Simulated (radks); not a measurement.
The nuclear charge of neutral platinum is varied continuously with 78 electrons held in [Xe] 4f14 5d9 6s1. Calculated with a radial shooting solver on a logarithmic mesh with Libxc functionals: Dirac Kohn-Sham, PBE, spin-unpolarised, spherical densities, finite nucleus; open shells fill j = l - 1/2 first; Fermi nuclear charge, rms radius 5.427 fm. By the Hellmann-Feynman theorem dE/dZ = E(electron-nucleus)/Z, the electronic potential at the nucleus (averaged over a nucleus of fixed radius).

Z     E (hartree)  E(electron-nucleus)/Z (hartree)   HOMO  e(HOMO) (eV)  <r> HOMO (bohr)
77.8  -18324.2658                         -591.950  5d5/2        -3.680            1.790
78    -18442.8994                         -594.386  5d5/2        -5.603            1.741
78.2  -18562.0202                         -596.823  6s1/2        -7.231            2.850
78.4  -18681.6289                         -599.263  6s1/2        -8.891            2.771
78.6  -18801.7257                         -601.706  6s1/2       -10.630            2.700
78.8  -18922.3113                         -604.151  6s1/2       -12.443            2.634
79    -19043.3864                         -606.600  6s1/2       -14.327            2.574

The central difference of E at Z = 78 is -594.386 hartree, to compare with the third column; the second derivative is -12.2 hartree.
